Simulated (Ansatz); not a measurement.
Reactions of C₂H₄SSi (`C#CS[SiH3]`).

Calculated with Ansatz (gas phase, PBE0-D4/def2-TZVP geometries, no zero-point term in ΔE). CBS: MP2 limit from def2 TZ/QZ plus the TZ coupled-cluster correction, frozen cores. This one scheme is used for every species, atoms too. No spin–orbit coupling; open shells (•) take unrestricted orbitals. Spin–orbit coupling would lower the free atoms: a little for C, S, Si. One conformer a species, not always the lowest.

```csv
reaction,CCSD(T)/CBS(def2) (kcal/mol)
`C#CS[SiH3]` → 2 C• + 4 H• + S• + Si•,687.4
`C#CS[SiH3]` + `N=C1C[SiH2]1` → `[SiH3]/N=C1\C[SiH2]1` + `C#CS`,6.2
`C#CS[SiH3]` → `[SiH3]C#CS`,4.5
`C#CS[SiH3]` + `CC(N)=O` → `C#CNC(C)=O` + `[SiH3]S`,7.2
`C#CS[SiH3]` + `CNCN` → `C#CN(C)CN` + `[SiH3]S`,?
```

**Question.** Fill in the missing values. (An estimate is asked.)

**Answer.** Ansatz gave: `C#CS[SiH3]` + `CNCN` → `C#CN(C)CN` + `[SiH3]S`: -0.4 kcal/mol.

Largest T1 diagnostic: 0.015, for `C#CNC(C)=O`.
